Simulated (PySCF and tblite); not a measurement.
The numbers below are computed, except where a source is named.
## Conformers and averaged properties: C₈H₁₁F₃, numbered as in [F:1][C:2]([F:3])([F:4])[C@@H:5]1[CH:6]=[CH:7][CH2:8][CH2:9][CH2:10][CH2:11]1

Conformers came from 60 starts (ETKDG, MMFF94s, GFN2-xTB); geometries are GFN2-xTB. Energies: PBE0-D3(BJ)/6-31G*, with GFN2-xTB thermal terms (modes under about 100 cm⁻¹ blended into free rotors). Symmetry numbers and mirror images are counted. Conformers within 2.5 kcal/mol (GFN2-xTB free energy) were kept, 4 at most. GIAO shieldings: KT2/6-31G*. Shifts are against CFCl3 (¹⁹F) at the same level. Codes: tblite and PySCF.

The 7-ring runs over atoms 5–6–7–8–9–10–11.

```tsv
conformer	shape	symmetry	E(GFN2) kcal/mol	E(DFT) kcal/mol	G(298.15 K) kcal/mol	weight %	dipole D
1	7-ring puckered (ring torsions 0, 62, -78, 67, -67, 79, -64°)	C1	0.00	0.00	0.00	75.5	2.57
2	7-ring puckered (ring torsions -4, -30, 81, -44, -45, 84, -33°)	C1	1.38	0.88	0.98	14.4	2.59
3	7-ring puckered (ring torsions -1, -49, 73, -74, 70, -64, 46°)	C1	2.03	0.74	1.19	10.1	2.10
```

Weights (%) against temperature:

```csv
T (K),1,2,3,S(mix) cal/mol/K
250,81.0,11.4,7.7,1.22
298.15,75.5,14.4,10.1,1.44
350,70.6,17.0,12.4,1.60
```

Averaged shifts at 298.15 K. ¹⁹F: -116.9 (F1/F3/F4) ppm.

Coordinates of conformer 1 (Å):

```xyz
22

F    -3.169   -1.368   -0.063
C    -2.590   -0.174    0.149
F    -2.871    0.163    1.417
F    -3.252    0.701   -0.628
C    -1.098   -0.193   -0.141
C    -0.446   -1.266    0.689
C     0.830   -1.596    0.573
C     1.782   -0.946   -0.384
C     1.971    0.548   -0.095
C     0.823    1.424   -0.592
C    -0.504    1.200    0.129
H    -0.996   -0.426   -1.209
H    -1.077   -1.759    1.414
H     1.232   -2.368    1.212
H     1.414   -1.063   -1.408
H     2.750   -1.444   -0.320
H     2.887    0.883   -0.589
H     2.102    0.692    0.979
H     0.681    1.257   -1.663
H     1.105    2.471   -0.459
H    -0.371    1.327    1.205
H    -1.214    1.956   -0.215
```

Coordinates of conformer 2 (Å):

```xyz
22

F     3.028   -0.131    0.740
C     2.477   -0.578   -0.400
F     2.750   -1.893   -0.460
F     3.171   -0.014   -1.402
C     0.984   -0.293   -0.485
C     0.785    1.202   -0.478
C    -0.294    1.850   -0.068
C    -1.592    1.267    0.401
C    -1.927   -0.075   -0.252
C    -1.203   -1.258    0.390
C     0.271   -0.986    0.683
H     0.656   -0.727   -1.438
H     1.636    1.772   -0.826
H    -0.265    2.932   -0.088
H    -2.384    1.983    0.166
H    -1.579    1.158    1.489
H    -1.679   -0.013   -1.312
H    -3.002   -0.249   -0.181
H    -1.288   -2.121   -0.275
H    -1.693   -1.518    1.330
H     0.372   -0.353    1.566
H     0.764   -1.935    0.901
```

Unscaled ¹⁹F shifts at such levels can be off by tens of ppm; differences between conformers or isomers are more reliable.

Search and properties took 6 min on 1 thread of Arm Neoverse N1 (shared host) (rough), launched as `OMP_NUM_THREADS=1 python ens_run.py task.json out`.


Conformer gaps in 6-31G* on xTB geometries can be 2 kcal/mol off for S=O, P=O and other polar bonds.